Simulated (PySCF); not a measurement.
## Continuum solvent and chemical shifts

Geometry:
| atom | x (Å) | y (Å) | z (Å) |
| --- | --- | --- | --- |
| C1 | 4.356 | 0.032 | 0.393 |
| O2 | 3.048 | -0.364 | 0.694 |
| C3 | 2.082 | 0.529 | 0.256 |
| N4 | 0.779 | -0.021 | 0.582 |
| B5 | -0.494 | 0.892 | 0.123 |
| C6 | -1.818 | 0.049 | 0.482 |
| C7 | -3.093 | 0.643 | -0.167 |
| C8 | -2.977 | -0.408 | -1.287 |
| C9 | -2.038 | -1.224 | -0.381 |
| H10 | 5.034 | -0.741 | 0.777 |
| H11 | 4.514 | 0.131 | -0.698 |
| H12 | 4.613 | 0.997 | 0.868 |
| H13 | 2.118 | 0.687 | -0.838 |
| H14 | 2.166 | 1.516 | 0.747 |
| H15 | 0.728 | -0.182 | 1.591 |
| H16 | 0.687 | -0.944 | 0.148 |
| H17 | -0.383 | 1.942 | 0.753 |
| H18 | -0.335 | 1.060 | -1.088 |
| H19 | -1.902 | -0.120 | 1.572 |
| H20 | -3.995 | 0.486 | 0.448 |
| H21 | -3.058 | 1.703 | -0.463 |
| H22 | -2.448 | -0.007 | -2.164 |
| H23 | -3.902 | -0.896 | -1.633 |
| H24 | -2.578 | -2.021 | 0.157 |
| H25 | -1.159 | -1.689 | -0.868 |

GIAO PBE0/pcSseg-1 in PySCF 2.14.0 with density-fitted response routines on one PBE0-D3(BJ)/def2-SVP conformer, non-relativistic, equivalent nuclei averaged. Solvents enter as an IEF-PCM continuum (cyclohexane with ε = 2.0, acetonitrile with ε = 35.7) around the gas-phase geometry. Shifts are referred to TMS, BF3·OEt2 computed in the same medium.

Gas phase, δ in ppm: C3 81.6, C1 56.1, C7/C9 27.0, C6 24.6, C8 22.3, B5 -16.7, H13/H14 4.02, H10/H11/H12 3.38, H15/H16 2.92, H22 2.25, H20/H24 2.13, H17/H18 2.07, H23 1.70, H21/H25 1.28. Dipole moment 5.26 D.

Q: How does each δ change in the continuum?

A: 
| atoms | environment | Δδ, cyclohexane | Δδ, acetonitrile |
| --- | --- | --- | --- |
| C3 | sp3 CH2 bonded to N and O | +0.1 | +0.3 |
| C1 | methyl carbon bonded to O | +0.4 | +1.0 |
| C7/C9 | sp3 CH2 in a ring | +0.1 | +0.2 |
| C6 | sp3 CH bonded to B | +0.1 | +0.2 |
| C8 | sp3 CH2 in a ring | 0.0 | 0.0 |
| B5 | boron bonded to C, N, 2 H | 0.0 | +0.1 |
| H13/H14 | hydrogen on an sp3 CH2 bonded to N and O | +0.03 | +0.05 |
| H10/H11/H12 | hydrogen on a methyl carbon bonded to O | +0.05 | +0.11 |
| H15/H16 | hydrogen on a donor nitrogen of a Lewis adduct | +0.15 | +0.43 |
| H22 | hydrogen on an sp3 CH2 in a ring | -0.05 | -0.17 |
| H20/H24 | hydrogen on an sp3 CH2 in a ring | -0.02 | -0.03 |
| H17/H18 | hydrogen on a boron bonded to C, N | -0.17 | -0.43 |
| H23 | hydrogen on an sp3 CH2 in a ring | -0.02 | -0.02 |
| H21/H25 | hydrogen on an sp3 CH2 in a ring | 0.00 | 0.00 |

Changes are relative to the gas phase. The dipole moment becomes 5.66 D in cyclohexane, 6.25 D in acetonitrile.

Q: Which of the listed nuclei move most (in ppm), and what does the model miss? (N and O are left out, as their reference compounds move with the solvent too.)

A: C1 (methyl carbon bonded to O, +1.0 ppm) in acetonitrile. A continuum only polarises the solute; specific hydrogen bonds, the anisotropy of aromatic solvents and changes of geometry or conformer are outside it.
